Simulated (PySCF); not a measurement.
Several compounds and their computed core spectra got separated.

Method: delta-SCF UKS SCAN, pcX-2 on the ionised atom, pcseg-1 elsewhere, spin-free X2C in PySCF 2.14.0. Geometries: GFN2-xTB; isolated species, one conformer each.

Line lists (1s up to Mg, 2p3/2 beyond; areas count atoms within a level, one atom standing for each set equivalent by bonding):
1. C 1s: 290.03 (area 1), 290.68 (area 1), 291.50 (area 1), 291.67 (area 1) eV; N 1s: 405.63 eV
2. C 1s: 290.76 (area 1), 292.32 (area 1) eV; Cl 2p3/2: 206.49 eV
3. C 1s: 290.41 (area 1), 290.87 (area 1), 291.08 (area 1), 291.38 (area 1) eV; O 1s: 536.09 eV; P 2p3/2: 137.86 eV
4. C 1s: 291.78 (area 1), 292.48 (area 1), 292.59 (area 1), 293.82 (area 1) eV; N 1s: 405.25 eV; O 1s: 539.57 eV; P 2p3/2: 136.75 eV

Structures:
A. `O=[P@H]1C=CCC1`
B. `C=NC1=CC1`
C. `C(CCP=C=O)#N`
D. `C=CCl`

Question: Match each list to its structure.

Answer: 
- 1 = B: no other candidate has this set of levels. C 1s: 290.03 alkene CH carbon, 290.68 allylic carbon, 291.50 vinylic carbon bearing nitrogen, 291.67 imine carbon; N 1s: 405.63 imine nitrogen.
- 2 = D: no other candidate has this set of levels. C 1s: 290.76 terminal =CH2 carbon, 292.32 vinylic C–Cl carbon; Cl 2p3/2: 206.49 vinyl chlorine.
- 3 = A: no other candidate has this set of levels. C 1s: 290.41 alkene CH carbon, 290.87 sp3 carbon bound to phosphorus, 291.08 alkene CH carbon, 291.38 allylic carbon; O 1s: 536.09 phosphoryl oxygen; P 2p3/2: 137.86 phosphoryl phosphorus.
- 4 = C: no other candidate has this set of levels. C 1s: 291.78 sp3 carbon bound to phosphorus, 292.48 nitrile carbon, 292.59 sp3 carbon next to a nitrile, 293.82 central carbon of cumulated double bonds; N 1s: 405.25 nitrile nitrogen; O 1s: 539.57 oxygen bonded to C; P 2p3/2: 136.75 phosphorus bonded to 2 C.

Spin–orbit and ligand-field terms were added within each 2p shell after the spin-free SCF. 3 of these hole states are spin-contaminated (⟨S²⟩ up to 0.91, against 0.75; counted from 0.85) and less certain.
